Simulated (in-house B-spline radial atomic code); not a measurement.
## Neutral zirconium: [Kr] 4d2 5s2

Computed with a B-spline radial code for spherical atoms: Dirac-Kohn-Sham HSE06, spherical fractional occupations, Fermi nucleus of rms radius 4.2694 fm.

Z_r = [3n² - l(l+1)]/(2<r>); Z_e = n√(-2ε); the last column is Slater's effective charge. Values are occupation-weighted means over j. An effective charge above Z reflects the relativistic contraction of the inner shells.

| shell | electrons | ε (eV) | <r> (bohr) | Z_r | Z_e | Slater |
| --- | --- | --- | --- | --- | --- | --- |
| 1s | 2 | -17890 | 0.03706 | 40.47 | 36.26 | 39.70 |
| 2s | 2 | -2496.8 | 0.1622 | 37.00 | 27.09 | 35.85 |
| 2p | 6 | -2225.8 | 0.1416 | 35.31 | 25.58 | 35.85 |
| 3s | 2 | -417.56 | 0.4573 | 29.52 | 16.62 | 28.75 |
| 3p | 6 | -328.39 | 0.4612 | 27.10 | 14.74 | 28.75 |
| 3d | 10 | -181.6 | 0.4522 | 23.22 | 10.96 | 18.85 |
| 4s | 2 | -58.242 | 1.213 | 19.78 | 8.28 | 12.25 |
| 4p | 6 | -34.799 | 1.368 | 16.81 | 6.40 | 12.25 |
| 5s | 2 | -4.7924 | 3.72 | 10.08 | 2.97 | 3.15 |
| 4d | 2 | -3.2299 | 2.373 | 8.85 | 1.95 | 3.65 |

The least bound orbital is 4d5/2 at -3.184 eV, while the most diffuse is 5s1/2 (<r> = 3.72 bohr against 2.386 bohr): energy order and size order differ.

Spin-orbit splittings of the orbital energies (j = l + 1/2 above j = l - 1/2 when positive): 2p 86 eV, 3p 13.83 eV, 3d 2.52 eV, 4p 1.809 eV, 4d 0.1149 eV.

For the 1s electron the small component carries 2.12 % of the norm, the zero-frequency Breit interaction raises the level by 33.11 eV, self-energy by 17.93 eV, and vacuum polarisation lowers it by 2.002 eV.

Caution: exact exchange at fractional occupations of open shells leaves self-interaction of up to several eV.
